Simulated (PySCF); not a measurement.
C₃H₈Ge.
InChI=1S/C3H8Ge/c1-2-3-4/h2H,1,3H2,4H3

Torsions of this conformer, `[CH2:1]=[CH:2][CH2:3][GeH3:4]`: C1–C2–C3–Ge4 -107°.

The closed-shell ground state was solved at several levels (PySCF, density fitting, gas phase). Isolated species at its PBE0-D3(BJ)/def2-SVP geometry (one conformer only). The calculation is non-relativistic and has no spin–orbit coupling, an omission that weighs most on germanium.

```tsv
level	basis functions	HOMO (eV)	LUMO (eV)	gap (eV)	dipole (D)
B3LYP/pcJ-1 (pcSseg-1 on Ge)	202	-6.90	-0.07	6.83	0.44
CAM-B3LYP/def2-SVPD	162	-8.42	0.93	9.35	0.47
PBE0/pcSseg-1	132	-7.13	0.15	7.28	0.41
```

Problem. What might PBE/pcSseg-2 (283 basis functions) give for the same quantities?

Solution. HOMO -6.06 eV, LUMO -0.99 eV, gap 5.07 eV, dipole 0.51 D.

Problem. Over all these levels, which gives the widest orbital gap and which the narrowest?

Solution. CAM-B3LYP/def2-SVPD (range-separated hybrid) has the widest, 9.35 eV, and PBE/pcSseg-2 (GGA) the narrowest, 5.07 eV. Functional and basis both differ between the two, so the spread mixes both effects.

Problem. How far do the dipole and the HOMO energy spread over the levels?

Solution. The dipole runs from 0.41 to 0.51 D (mean 0.46 D) and the HOMO from -8.42 to -6.06 eV.
